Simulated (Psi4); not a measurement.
dimethyl selenide (C2H6Se), singlet, at a GFN2-xTB geometry. Base run: B3LYP/STO-3G (Psi4).

Geometry (Å):
```xyz
9

C      1.4275    -0.3525     0.8041
Se     0.0186     0.1777    -0.4395
C     -1.4917    -0.2625     0.7171
H      1.3205    -1.4094     1.0367
H      2.3815    -0.1731     0.3170
H      1.3516     0.2475     1.7079
H     -1.4641    -1.3235     0.9537
H     -2.4023    -0.0256     0.1745
H     -1.4330     0.3334     1.6249
```
All else is at Psi4's defaults (density fitting; Cartesian or spherical functions as each basis is defined).

The base run was repeated with changes; each row names its change, and settings that it needs were set with it.

```csv
change,basis functions,E (Eh),dipole (D),core-seconds (rough)
base,34,-2453.75227,1.38,3
basis = 6-31G,59,-2480.90146,1.77,5
basis = def2-SV(P),(withheld),(withheld),1.38,5
basis = 6-31G*,77,-2480.99254,1.71,5
basis = cc-pVDZ,85,-2481.25411,1.40,7
basis = def2-SVP,(withheld),(withheld),1.40,6
basis = aug-cc-pVDZ,136,(withheld),(withheld),10
basis = aug-pcseg-1,136,-2481.12921,1.57,9
basis = def2-TZVPD,(withheld),(withheld),(withheld),10
basis = cc-pVTZ,187,-2481.49011,1.52,10
basis = pcseg-2,187,-2481.49522,1.54,10
basis = def2-TZVPP,194,-2481.44800,1.51,10
basis = aug-cc-pVTZ,289,-2481.49123,1.52,40
```

Question: Some entries are withheld; supply them.

Answer: 
- basis = def2-SV(P), basis functions: 72
- basis = def2-SV(P), E (Eh): -2481.04063
- basis = def2-SVP, basis functions: 90
- basis = def2-SVP, E (Eh): -2481.05508
- basis = aug-cc-pVDZ, E (Eh): -2481.26424
- basis = aug-cc-pVDZ, dipole (D): 1.56
- basis = def2-TZVPD, basis functions: 185
- basis = def2-TZVPD, E (Eh): -2481.44640
- basis = def2-TZVPD, dipole (D): 1.53

Totals compare only among sets that treat the same electrons; sets with core potentials leave the core out.
